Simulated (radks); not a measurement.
The numbers below are computed, except where a source is named.
Species: the cobalt ion Co+. Configuration: [Ne] 3s1 3p6 3d9 (not the ground configuration). Level of theory: scalar-relativistic Kohn-Sham, Wu-Cohen GGA, spin-polarised, spherical densities, finite nucleus; open shells are filled with parallel spins first; Fermi nuclear charge, rms radius 3.7875 fm (a radial shooting solver on a logarithmic mesh with Libxc functionals).

Local quantities along the radius. ELF = 1/(1 + alpha^2) is the electron localisation function; alpha = (tau - tau_W)/tau_unif compares the Pauli kinetic energy density with that of the uniform gas (summed over spins). tau is taken from the large components.

```
   r/bohr * ELF (the largest magnitude, 1, reaches the edge; | marks zero)
 0.002796 |                                                      *
 0.003178 |                                                      *
 0.003641 |                                                      *
 0.004171 |                                                      *
 0.004779 |                                                      *
 0.005475 |                                                      *
 0.006273 |                                                      *
  0.00713 |                                                      *
 0.008168 |                                                      *
 0.009358 |                                                      *
  0.01072 |                                                      *
  0.01228 |                                                      *
  0.01407 |                                                      *
  0.01599 |                                                      *
  0.01832 |                                                      *
  0.02099 |                                                      *
  0.02405 |                                                      *
  0.02756 |                                                     *
  0.03157 |                                                     *
  0.03617 |                                                    *
  0.04111 |                                                  *
   0.0471 |                                               *
  0.05396 |                                        *
  0.06182 |                              *
  0.07083 |                     *
  0.08115 |                *
  0.09223 |               *
   0.1057 |                  *
   0.1211 |                         *
   0.1387 |                                 *
   0.1589 |                                       *
    0.182 |                                           *
   0.2069 |                                            *
    0.237 |                                          *
   0.2716 |                                   *
   0.3111 |                       *
   0.3565 |             *
   0.4084 |          *
   0.4642 |              *
   0.5318 |                        *
   0.6093 |                                 *
    0.698 |                                      *
   0.7997 |                                       *
   0.9162 |                                     *
     1.05 |                                 *
    1.193 |                            *
    1.367 |                    *
    1.566 |              *
    1.794 |        *
    2.055 |     *
    2.355 |   *
    2.676 | *
    3.066 |*
    3.513 |*
    4.025 *
    4.611 *
    5.283 *
    6.004 *
    6.879 *
```

On this mesh the ELF has minima near r = 0.092, 0.41 bohr, which separate the shells, and maxima near 0.21 (0.81), 0.80 (0.72).
